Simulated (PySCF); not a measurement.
Compound: C₅H₄F₄O₂.
Atom-mapped SMILES: `[O:1]=[C:2]1[C@H:3]([C:4]([F:5])([F:6])[F:7])[O:8][C@@H:9]1[CH2:10][F:11]` (hydrogens: H12 on C3; H13 on C9; H14, H15 on C10)

Structure used (PBE0-D3(BJ)/def2-SVP), in Å, numbered top down from 1:
```
atom  x, y, z in Å
O1    -0.8499    0.6454    2.0124
C2    -0.3217    0.6488    0.9501
C3    -0.7441    0.8707   -0.5097
C4    -1.7433   -0.1278   -1.0651
F5    -1.8081   -0.0632   -2.3893
F6    -1.4035   -1.3765   -0.7297
F7    -2.9521    0.1214   -0.5687
O8     0.5834    0.6045   -0.9208
C9     1.0826    0.4010    0.4107
C10    1.6836   -0.9541    0.6799
F11    2.9603   -1.0165    0.2004
H12   -1.0954    1.8900   -0.7520
H13    1.8075    1.1855    0.6992
H14    1.0717   -1.7350    0.2008
H15    1.6943   -1.1178    1.7718
```

Computed with PySCF at PBE0/pcSseg-1 and wB97X-D/def2-SVPD, non-relativistic, on one gas-phase PBE0-D3(BJ)/def2-SVP geometry that isn't relaxed in the solvent. The solvent is an IEF-PCM continuum (van der Waals radii × 1.2). Specific hydrogen bonds and non-electrostatic terms are outside this model.

Gas phase at PBE0/pcSseg-1: HOMO -8.54 eV, LUMO -1.93 eV, dipole 1.39 D.

Problem. What does the continuum do to the energy, the frontier levels and the dipole at PBE0/pcSseg-1 in chloroform?

Solution. 
```json
{"solvent": "chloroform", "ε": "4.711", "E(solvent) − E(gas) (kcal/mol)": "-5.41", "polarisation term (kcal/mol)": "-5.90", "distortion of the solute (kcal/mol)": "0.49", "HOMO (eV)": "-8.36", "LUMO (eV)": "-1.70", "dipole (D)": "1.65"}
```

The polarisation term is half the interaction of the solute with the surface charges that it induces; the rest is the cost of distorting the solute's density. The sum is the electrostatic part of solvation alone.

Problem. Which radius a makes the point-dipole formula ΔE = −[(ε − 1)/(2ε + 1)]·μ²/a³ give the value in chloroform, with the gas-phase dipole?

Solution. μ = 0.548 au and |ΔE| = 0.00862 Eh give a = 1.23 Å; the farthest nucleus lies 3.14 Å from the centroid of the nuclei, so such a sphere wouldn't even hold the nuclei. The formula assumes a rigid point dipole at the centre of a sphere.

Problem. Give the dipole vector in the frame of the coordinates (D, pointing from negative to positive charge), gas and chloroform.

Solution. Gas (0.21, 1.15, 0.76), solvent (0.26, 1.38, 0.87). Its length changes by +18 % and its direction by 1°.

Problem. Which IAO charges (PBE0/pcSseg-1) respond most in chloroform (means over atoms taken as equivalent)?

Solution. 
```csv
atoms,environment,gas (e),solvent (e),change
O1,ketone oxygen,-0.333,-0.355,-0.022
H12,methine hydrogen,+0.175,+0.191,+0.016
O8,cyclic ether oxygen,-0.403,-0.416,-0.013
H13,methine hydrogen,+0.170,+0.182,+0.012
C2,ketone carbonyl carbon,+0.378,+0.391,+0.013
F11,alkyl fluorine,-0.311,-0.322,-0.011
H15,methylene hydrogen,+0.152,+0.163,+0.011
H14,methylene hydrogen,+0.156,+0.160,+0.004
```

Problem. Which Mayer bond orders change most in chloroform?

Solution. 
```json
{"bond": "O1–C2", "length (Å)": "1.186", "gas": "2.109", "solvent": "2.089", "change": "-0.020"}
{"bond": "C10–F11", "length (Å)": "1.365", "gas": "0.911", "solvent": "0.895", "change": "-0.016"}
{"bond": "O8–C9", "length (Å)": "1.437", "gas": "0.898", "solvent": "0.888", "change": "-0.010"}
{"bond": "C2–C3", "length (Å)": "1.536", "gas": "0.903", "solvent": "0.911", "change": "+0.008"}
{"bond": "C3–O8", "length (Å)": "1.415", "gas": "0.949", "solvent": "0.941", "change": "-0.008"}
{"bond": "C9–C2", "length (Å)": "1.525", "gas": "0.906", "solvent": "0.914", "change": "+0.008"}
{"bond": "C3–H12", "length (Å)": "1.105", "gas": "0.902", "solvent": "0.896", "change": "-0.006"}
{"bond": "C9–H13", "length (Å)": "1.106", "gas": "0.904", "solvent": "0.898", "change": "-0.006"}
```

Problem. How do the nuclear quadrupole coupling constants eQVzz/h respond in chloroform?

Solution. 
| nucleus | Q (barn) | gas (MHz) | solvent (MHz) | η gas | η solvent |
| --- | --- | --- | --- | --- | --- |
| 17O at O1 | -0.0256 | 11.08 | 10.91 | 0.62 | 0.58 |
| 17O at O8 | -0.0256 | 12.33 | 12.31 | 0.85 | 0.84 |

Gas phase at wB97X-D/def2-SVPD: HOMO -10.54 eV, LUMO -0.19 eV, dipole 1.42 D.

Problem. What does the continuum do to the energy, the frontier levels and the dipole at wB97X-D/def2-SVPD in chloroform?

Solution. 
```
   solvent      ε  E(solvent) − E(gas) (kcal/mol)  polarisation term (kcal/mol)  distortion of the solute (kcal/mol)  HOMO (eV)  LUMO (eV)  dipole (D)
chloroform  4.711                           -5.60                         -6.21                                 0.61     -10.37       0.04        1.72
```

Problem. How does the static polarisability (wB97X-D/def2-SVPD, frozen core, with the continuum's full static response) change?

Solution. 
```
    medium  isotropic (au)  principal values (au)  ⟨r²⟩ of the electrons (bohr²)
       gas            65.9       56.5, 66.7, 74.6                         1679.0
chloroform            78.2       67.3, 80.9, 86.2                         1679.7
```

The isotropic value in chloroform is 1.19 times the gas-phase one; no cavity-field correction is applied. ⟨r²⟩ is taken about the centre of nuclear charge.

The pairwise dispersion term of wB97X-D wasn't added to the energies; at a given geometry it leaves orbitals and properties as they are.
